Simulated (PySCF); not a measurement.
**[Eu(CH3)2]+: from a saddle point downhill**

PySCF 2.14.0, RKS PBE0, Eu lcecp-1-SVP with ECP52, C def2-SVP, H def2-SVP; non-relativistic Hamiltonian with scalar-relativistic core potentials where named; density fitting; no spin-orbit coupling. Relaxed within the symmetry of its start, the geometry (C2v) is

```xyz
9

Eu    0.0000    0.0000   -0.2544
C     1.7389    0.0000    1.2370
H     2.7416    0.0000    0.7696
H     1.6805    0.8844    1.9012
H     1.6805   -0.8844    1.9012
C    -1.7389    0.0000    1.2370
H    -2.7416    0.0000    0.7696
H    -1.6805   -0.8844    1.9012
H    -1.6805    0.8844    1.9012
```

and its lowest harmonic modes are -70, 16, 116, 324, 351, 383 cm⁻¹ (negative: unstable). It was moved along the lowest mode and relaxed again, within the group C2 that the move left.

Problem. Where does it end, and how much lower?

Solution. In C2, 0.002 eV lower, after 4 steps:
```xyz
9

Eu    0.0000    0.0000   -0.2495
C     1.7410    0.0193    1.2380
H     2.7244   -0.2168    0.7892
H     1.8326    1.0061    1.7332
H     1.5542   -0.7142    2.0462
C    -1.7410   -0.0193    1.2380
H    -2.7244    0.2168    0.7892
H    -1.8326   -1.0061    1.7332
H    -1.5542    0.7142    2.0462
```

Problem. How do the contacts change?

Solution. 
| contact | saddle (Å) | end (Å) |
| --- | --- | --- |
| Eu1–C2 (CH3) | 2.291 | 2.290 |
| Eu1–C6 (CH3) | 2.291 | 2.290 |


Problem. Is the end a minimum?

Solution. Yes, as far as the noise of the softest modes lets one tell (those above −25 cm⁻¹ count as noise); lowest modes 30, 43, 122, 324, 347, 386 cm⁻¹.

An lcecp potential fixes the number of 4f electrons, so in runs with it no electron can move into or out of that shell.

State: singlet in the valence, with the 4f electrons in the core potential.
